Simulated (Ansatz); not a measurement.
Consider the ligand exchange at a Ge–S bond: `[F][Ge]([F])([F])[SH]` + HCl → `[F][Ge]([F])([F])[Cl]` + H₂S.

Calculated with Ansatz (gas phase, PBE0-D4/def2-TZVP geometries, no zero-point term in ΔE). CCSD(T)/CBS adds triple-zeta CCSD(T) − MP2 to the extrapolated MP2 energy (def2 sets, frozen cores). This one scheme is used for every species. For Ge outer-core shells are correlated without core-valence functions, which leaves a few kJ/mol of doubt a bond. Scalar relativity is left out up to krypton. One conformer a species, not always the lowest.

```
                species  HF/def2-SVP energy (Eh)
`[F][Ge]([F])([F])[SH]`              -2771.30326
                    HCl               -459.93826
`[F][Ge]([F])([F])[Cl]`              -2832.68348
                    H₂S               -398.56703
```

(1) Work out ΔE.

Largest T1 diagnostic among the species: 0.012.

Results:

(1) ΔE = (-2832.68348) + (-398.56703) − (-2771.30326) − (-459.93826) = -0.00899 Eh = -23.6 kJ/mol. CCSD(T)/CBS gives -11.8 kJ/mol.

From BLYP to BHLYP (50 % exact exchange), in def2-TZVPP and without D4, ΔE moves by −5.1 kJ/mol. At CCSD(T), def2-SVP lies −6.3 kJ/mol from the extrapolated value and def2-TZVPP −2.7 kJ/mol. Leaving LDA and LC-ωPBE aside and taking each functional with its dispersion term where it has one, the values, not all of them listed here, spread over 7.9 kJ/mol, from B97M-V to PBE-D4.
